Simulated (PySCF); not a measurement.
Choosing a molecule for a target property.

Each SMILES stands for a single optimised conformer of the isolated species, non-relativistic unless stated. Electronic properties by PySCF.

The conformers computed, where there is a choice (atom-mapped SMILES and torsion angles):
- `[CH3:1][CH2:2][CH2:3][Si+:4]([CH3:5])[CH3:6]`: C1–C2–C3–Si4 -57°, C2–C3–Si4–C5 -69°
- `[F:1][C:2]([F:3])=[C:4]([F:5])[c:6]1[cH:7][cH:8][o:9][n:10]1`: C2–C4–C6–C7 180°
- `[H]/[N:8]=[CH:7]\[C@H:5]([S@@:3]([CH2:2][CH3:1])=[O:4])[CH3:6]`: C1–C2–S3–O4 69°, C2–S3–C5–C6 -172°, S3–C5–C7–N8 -111°

Question: Wanted: smallest rotational constant above 1.2 GHz (GFN2-xTB) and lowest singlet excitation above 4.56 eV (TDDFT PBE0/def2-SVPD), at GFN2-xTB geometries. Which candidate meets both?
A. `FC(F)=C(F)c1ccon1`
B. `[H]/N=C\[C@@H](C)[S@](=O)CC`
C. `CCC[Si+](C)C`
D. `Fc1cc[o+]cc1`

Answer: D. Computed values:
```csv
species,smallest rotational constant,lowest singlet excitation
FC(F)=C(F)c1ccon1,0.691 GHz,5.47 eV
[H]/N=C\[C@@H](C)[S@](=O)CC,0.911 GHz,4.62 eV
CCC[Si+](C)C,1.480 GHz,4.49 eV
Fc1cc[o+]cc1,1.801 GHz,5.62 eV
```

Question: Wanted: static isotropic polarisability below 75 au (PBE0/def2-SVPD) and HOMO energy above -14 eV (PBE0/def2-SVPD), at GFN2-xTB geometries. Which candidate meets both?
A. `[H]/N=C\[C@@H](C)[S@](=O)CC`
B. `Fc1cc[o+]cc1`
C. `FC(F)=C(F)c1ccon1`
D. `CCC[Si+](C)C`

Answer: C. Computed values:
```csv
species,static isotropic polarisability,HOMO energy
Fc1cc[o+]cc1,53.2 au,-14.36 eV
FC(F)=C(F)c1ccon1,70.3 au,-7.42 eV
CCC[Si+](C)C,80.4 au,-13.35 eV
[H]/N=C\[C@@H](C)[S@](=O)CC,95.1 au,-6.90 eV
```
